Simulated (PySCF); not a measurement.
**ORD: `C#CC[C@@H]1OC[C@H]1C`, C7H10O**

Cartesian coordinates in Å; atom numbers follow the order of the lines, from 1:
```xyz
18

C     3.1254   -0.2963    0.7477
C     2.3039    0.3786    0.1988
C     1.2908    1.1724   -0.4631
C     0.0625    0.3226   -0.7843
O    -1.0113    1.0844   -1.3530
C    -1.9180    0.6917   -0.3214
C    -0.8201   -0.0986    0.4038
C    -1.0491   -1.5849    0.5924
H     3.8582   -0.8757    1.2246
H     0.9969    2.0065    0.1804
H     1.6929    1.5835   -1.3928
H     0.3435   -0.5091   -1.4428
H    -2.3294    1.5553    0.2082
H    -2.7357    0.0823   -0.7181
H    -0.5080    0.3568    1.3452
H    -1.3830   -2.0424   -0.3364
H    -0.1232   -2.0640    0.9035
H    -1.8052   -1.7569    1.3557
```

Computed, not measured: TDDFT BHandHLYP/def2-SVPD circular dichroism and optical rotation, one conformer, gas phase in PySCF. Geometry: GFN2-xTB.

The molecule is flexible and this is one conformer; a measurement averages over conformers.

Stereocentres: C4 S, C7 R.

Q: Give the optical rotatory dispersion at 633, 589.3, 546, 436, 405, 365, 355 nm.

A: [α] in deg dm⁻¹ (g/mL)⁻¹:
| λ (nm) | origin-invariant length gauge | modified velocity gauge | length gauge (centre of mass) | isotropic polarisability (au) |
| --- | --- | --- | --- | --- |
| 633 | +78.2 | +81.0 | +78.0 | 81.6 |
| 589.3 | +91.8 | +95.0 | +91.5 | 81.9 |
| 546 | +109.1 | +112.8 | +108.9 | 82.2 |
| 436 | +186.4 | +192.1 | +186.0 | 83.5 |
| 405 | +224.6 | +231.0 | +224.0 | 84.1 |
| 365 | +295.6 | +303.2 | +294.8 | 85.2 |
| 355 | +318.9 | +326.9 | +318.1 | 85.5 |

Q: And for the mirror image at 589.3 nm?

A: -91.8 deg dm⁻¹ (g/mL)⁻¹ (origin-invariant length gauge): the same size and the opposite sign.

Q: What is the molar rotation [Φ] = [α]·M/100 of the geometry above at 589.3 nm?

A: With M = 110.16 g/mol, +101.1 deg cm² dmol⁻¹ (origin-invariant length gauge).

The first excitation lies at 6.61 eV (188 nm) with R = +0.2 × 10⁻⁴⁰ esu² cm² (velocity form).
